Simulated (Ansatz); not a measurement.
Input file for `CC[Si](N)(O)Cl`:

```yaml
crystal:
  periodic: [false, false, false]
  atoms:
    - {symbol: C, position_ang: [0.888723, -1.745269, 0.361561]}
    - {symbol: C, position_ang: [0.931213, -0.220220, 0.353422]}
    - {symbol: Si, position_ang: [-0.647220, 0.591362, -0.188072]}
    - {symbol: N, position_ang: [-0.463890, 2.275982, -0.189040]}
    - {symbol: O, position_ang: [-1.136434, 0.179452, -1.696522]}
    - {symbol: Cl, position_ang: [-2.153406, -0.100143, 1.084697]}
    - {symbol: H, position_ang: [0.123291, -2.117072, 1.046038]}
    - {symbol: H, position_ang: [0.663572, -2.139592, -0.632524]}
    - {symbol: H, position_ang: [1.846974, -2.167737, 0.672280]}
    - {symbol: H, position_ang: [1.714961, 0.139892, -0.322630]}
    - {symbol: H, position_ang: [1.187189, 0.159760, 1.349228]}
    - {symbol: H, position_ang: [0.004637, 2.747873, 0.566190]}
    - {symbol: H, position_ang: [-1.158756, 2.862168, -0.622473]}
    - {symbol: H, position_ang: [-1.813655, -0.495754, -1.753354]}
basis:
  gaussian: {orbitals: def2-TZVPP}
correlation: {method: ccsd_t}
output: {orbitals: {seedname: orbitals}}
```

```sh
$ ansatz run in.yaml --threads 2 --pin off --events-out ev --progress --plain --max-ram 32768MiB --backend cuda --devices 0, --max-vram 18GiB
```

The program prints (abridged):

```
Functional definition: HF
  name "HF"
  cite "Fock, Z. Phys. 61, 126 (1930) doi:10.1007/BF01340294"
  parent pbe
  exchange = exact_x
  correlation = 0
1872 factors; integrals over basis functions are off by at most 1.0e-3 eV
mean field evaluation 1: about -26073.9875 eV, gradient 5.3e1 eV
mean field evaluation 2: about -26074.2764 eV, gradient 5.3e1 eV
mean field evaluation 4: about -26079.8605 eV, gradient 4.5e0 eV
mean field evaluation 8: about -26079.9367 eV, gradient 2.7e-1 eV
mean field -26079.93705728 eV, -958.4200092388 hartree, gradient 2.7e-6 eV, S^2 0.000000; 0 other end points of the search recorded, 0 dependent functions left out
14 core orbitals not correlated: weight in the atoms' cores, before any rotation towards them, 1.000 or more for the frozen orbitals, at most 0.000 for the correlated occupied ones
reference -26079.93705728 eV, -958.4200092388 hartree; 19, 19 occupied and 287, 287 virtual orbitals, 1872 factors
second order -30.34960729 eV of doubles, -0.00000000 eV of singles
cycle   1  -31.04677484 eV  change   -7.0e-1 eV  update   1.0e-1
cycle   2  -31.68242375 eV  change   -6.4e-1 eV  update   2.8e-2
cycle   3  -31.80646105 eV  change   -1.2e-1 eV  update   1.3e-2
cycle   4  -31.79704508 eV  change    9.4e-3 eV  update   2.8e-3
cycle   5  -31.79660550 eV  change    4.4e-4 eV  update   1.2e-3
cycle   6  -31.79697650 eV  change   -3.7e-4 eV  update   3.3e-4
cycle   7  -31.79679644 eV  change    1.8e-4 eV  update   1.2e-4
cycle   8  -31.79677313 eV  change    2.3e-5 eV  update   3.7e-5
perturbative correction -1.23687889 eV, -0.0454544608 hartree
Total energy: -26112.97070930 eV, -959.6339735594 hartree
```

It took 6 s on 2 threads of an AMD EPYC 7R13 on a shared host and a share of an NVIDIA H100 80 GB, with 0.86 GiB of host memory at the peak.

MP2 recovers 91.9 % of the CCSD(T) correlation energy and the triples give 3.7 %; T1 = 0.0097.
